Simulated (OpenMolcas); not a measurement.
## Sn I: the spin-orbit constant, worked from levels

```yaml
Program: OpenMolcas 26.06
Basis: ANO-RCC-VDZP [6s5p3d1f]
Scalar_Hamiltonian: DKH2, point nucleus
Active_space: 4 electrons in 4 orbitals (5s 5p)
State_averaging: 2S+1 = 3 even, 3 roots; 2S+1 = 1 even, 6 roots; 2S+1 = 5 odd, 1 root; 2S+1 = 3 odd, 5 roots
Spin-orbit_coupling: RASSI with atomic mean-field integrals over the reference wave functions, term energies averaged over their components
```

Methods: CASSCF; SS-CASPT2, IPEA 0.25 Eh, imaginary shift 0.1 Eh (closed shells correlated: 4d). Measured levels: NIST Handbook of Basic Atomic Spectroscopic Data.

**The spin-orbit constant.** For the Hund term ³P of p2, E(J) = (A/2) J(J+1) + constant and ζ = 2S·A = 2A. From J = 0 to J = 2 the energy changes by 3 A.

| Source | E(2) - E(0) | A | ζ |
| --- | --- | --- | --- |
| CASSCF | 3212.2 | 1070.7 | 2141 |
| SS-CASPT2 | 3128.6 | 1042.9 | 2086 |
| measured | 3427.7 | 1142.6 | 2285 |

All in cm-1. SS-CASPT2 is off by -8.7 % and CASSCF by -6.3 %. Both methods take the spin-orbit matrix elements from the reference wave functions, so the second can move ζ only through the term energies and any multistate remixing. Second-order mixing with other terms is absorbed into this ζ.

Measured partners are found by configuration, term and J. A level has none where our copy of the source lacks it or the pairing is in doubt (some pairs that miss far off the trend of their configuration count as doubtful), and it then counts in no deviation. Only configurations of the active space appear.
